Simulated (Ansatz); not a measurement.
`C[O][Bi]([F])[F]`, relaxed with RKS PBE0-D4/def2-TZVP in Ansatz 0.2.0 from a PBE-D4/def2-SVP geometry. The force threshold is 0.005 eV/Å; the program also tests the step.

Charge 0, multiplicity 1. Bi takes the def2 core potential.

Start:

```xyz
8

C     1.083    0.213    0.189
O     0.553   -0.857   -0.585
Bi   -1.522   -0.998   -0.821
F    -2.013   -0.879    1.170
F    -1.837    1.007   -1.148
H     0.666    1.201   -0.114
H     2.183    0.235    0.031
H     0.887    0.077    1.278
```

Problem. By how much does the energy fall, and how many steps does the optimiser take? (Best estimate.)

Solution. Computed: 12.55 kJ/mol, in 13 steps.

Problem. Which bonds change most? (An estimate is asked.)

Solution. Ansatz gave: O2–Bi3 from 2.093 to 2.018 Å; Bi3–F5 from 2.056 to 2.003 Å; Bi3–F4 from 2.055 to 2.003 Å; C1–H8 from 1.115 to 1.094 Å.

Problem. Give the relaxed structure. (Estimate.)

Solution. Ansatz gave: 
```xyz
8

C     1.074    0.230    0.190
O     0.501   -0.777   -0.625
Bi   -1.498   -0.992   -0.809
F    -1.910   -0.885    1.149
F    -1.897    0.948   -1.112
H     0.785    1.231   -0.144
H     2.160    0.135    0.113
H     0.785    0.111    1.239
```
